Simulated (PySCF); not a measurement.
Ge(F)(Cl)2(Me) (CH₃Cl₂FGe), SMILES [CH3][Ge]([F])([Cl])[Cl].

Geometry: B3LYP-D3(BJ)/def2-SVP. This is a generated structure with no PubChem entry under its InChIKey; it may be hypothetical.

Two levels are set side by side: PBE/def2-TZVP (PySCF) and ωB97X/def2-TZVP (PySCF). Same geometry, gas phase. Differences are taken from unrounded values.

```json
[
 {"quantity": "orbital gap (eV)", "PBE": "5.85"},
 {"quantity": "highest occupied level (eV)", "PBE": "-7.90"},
 {"quantity": "lowest empty level (eV)", "PBE": "-2.06"},
 {"quantity": "dipole moment (D)", "PBE": "2.92"},
 {"quantity": "mean polarisability (bohr³)", "PBE": "65.2"}
]
```

These are the PBE values. What does ωB97X give? (An estimate is asked for; the answer gives what the named calculation found.)


```csv
quantity,ωB97X,PBE minus ωB97X
orbital gap (eV),12.95,-7.10
highest occupied level (eV),-11.82,3.92
lowest empty level (eV),1.12,-3.18
dipole moment (D),3.04,-0.12
mean polarisability (bohr³),61.9,3.3
```

Without exact exchange PBE keeps part of each electron's self-repulsion, which lifts occupied levels and narrows the gap. Loosely held outer electrons make PBE densities more polarisable. Differences between two approximate levels are no errors against the true value.

Rough cost on one machine, each run with all the roots and properties that it gave: ωB97X against PBE within a factor of 2.
